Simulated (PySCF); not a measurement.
Vertical excitations of a molecule CH7ClOSi2 from TDA-PBE/def2-SVPD run with PySCF, as energy in eV (oscillator strength): 5.80 (0.009), 5.98 (0.014), 6.70 (0.017), 6.79 (0.006), 6.93 (0.013), 6.95 (0.015), 6.98 (0.063), 7.00 (0.003), 7.14 (0.078), 7.17 (0.016). Lowest triplet (TDA): 5.35 eV. Coordinates come from a ωB97X-D3(BJ)/def2-SVP optimisation. One conformer was computed; it need not be the lowest.

Question: Which structure fits?
(A) [SiH3]OC[SiH2]Cl
(B) C[SiH2]O[SiH2]Cl
(C) C[SiH2][Si@@H](O)Cl
(D) CO[Si@@H]([SiH3])Cl

Answer: C, C[SiH2][Si@@H](O)Cl
